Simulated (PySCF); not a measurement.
HgB at TPSS

Level: TPSS. PySCF, scalar-relativistic core potentials, basis sets Hg def2-SVP with ECP60, B def2-SVP.

* state: ²Π (doublet), unpaired electrons π ↑
* bond length: 2.397 Å
* harmonic wavenumber: 250 cm⁻¹
* force constant: 0.384 mdyn/Å
* rotational constant Be: 0.2809 cm⁻¹
* anharmonicity ωexe: 4.92 cm⁻¹
* vibration–rotation constant αe: 0.00621 cm⁻¹
* well depth De to Hg + B: 0.36 eV
* dissociation energy D0: 0.34 eV
* bond order (Mayer): 0.84
* dipole moment (positive dipole means Hg(−)B(+)): -1.65 D

The bond is weak. Basis-set superposition, not corrected here, can be much of De in a small basis, most of all at correlated wavefunction levels. Functionals without a dispersion term scatter widely for such bonds, and LDA overbinds them. These are scalar-relativistic numbers at best; spin–orbit coupling would shift them, the dissociation energy most. The state was picked by a PBE0 search and need not be the measured ground state.
